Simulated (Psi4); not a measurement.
## A ladder of methods for YN2H4Cl (SMILES [NH2][Y]([NH2])[Cl])

YN2H4Cl: 8 atoms, total charge 0, spin state singlet. SMILES: `[NH2][Y]([NH2])[Cl]`. The shape was relaxed beforehand at PBE0/def2-TZVP. This is one conformer, not always the lowest.

Quantity: the HOMO–LUMO gap, in eV. The values are calculated.

```
                                                 level                    kind  program  value (eV)  CPU time
   PBE-D4/def2-TZVPP (density fitting, core potential)                     GGA     Psi4        3.30      70 s
r2SCAN-D4/def2-TZVPP (density fitting, core potential)                meta-GGA     Psi4        3.98   4.1 min
 B3LYP-D4/def2-TZVPP (density fitting, core potential)           global hybrid     Psi4        4.80      65 s
  PBE0-D4/def2-TZVPP (density fitting, core potential)           global hybrid     Psi4        5.36      69 s
  wB97M-V/def2-TZVPP (density fitting, core potential)  range-separated hybrid     Psi4        9.09   4.3 min
```

The values span 3.30 to 9.09 eV. Orbital gaps aren't excitation energies; they tend to grow with the share of exact exchange. CPU times are rough (shared hosts, several kinds of processor and program).
